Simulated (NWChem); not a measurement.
SnSiH4OF (SMILES [F][SnH][O][SiH3]): entropy by statistical mechanics

A doublet with charge 0, relaxed at UB3LYP/6-31G*/LANL2DZ (core potential, spherical functions) (NWChem 7.3.0):

```xyz
8

F    -1.6038    0.8069    0.0019
Sn    0.2596    0.8421    0.0206
O     0.6825   -1.0225   -0.1370
Si   -0.1546   -2.4361    0.0993
H     0.8206    1.5974   -1.4626
H     0.8174   -3.5608    0.1215
H    -1.1397   -2.6710   -0.9919
H    -0.8954   -2.4239    1.3929
```

Harmonic wavenumbers in cm⁻¹: 56, 91, 111, 215, 456, 510, 540, 606, 731, 743, 955, 963, 967, 1016, 1660, 2234, 2244, 2256.

Masses in u: F 18.998, Sn 118.71, O 15.999, Si 28.085, H 1.008. Take T = 298.15 K, p = 1 bar, R = 8.3145 J/(mol K), kT/hc = 207.22 cm⁻¹, rigid rotor and harmonic oscillator.

**Question.** Compute the standard molar entropy.

**Answer.** 
1. Translation (Sackur–Tetrode): S = R[3/2 ln M + 5/2 ln T − 1.1517] with M = 185.824 gives 174.0 J/(mol K).
2. Rotation: principal moments 73.766, 311.141, 373.936 u Å² give A, B, C = 0.2285, 0.0542, 0.0451 cm⁻¹; the symmetry number is σ = 1; q = (√π/σ)√((kT/hc)³/ABC) = 223713; S = R(ln q + 3/2) = 114.9.
3. Vibration: with u = ν̃/207.22, each mode gives R[u/(eᵘ − 1) − ln(1 − e⁻ᵘ)]; the sum is 70.5, most from 56 cm⁻¹ (19.2), 91 cm⁻¹ (15.2), 111 cm⁻¹ (13.6).
4. Spin and the two mirror images of this shape: R ln 4 = 11.5.
5. Sum: 174.0 + 114.9 + 70.5 + 11.5 = 370.9 J/(mol K).

No measured value is set beside it here. Where a soft mode is a torsion, a harmonic oscillator describes it poorly. One conformer is counted; others would raise S.
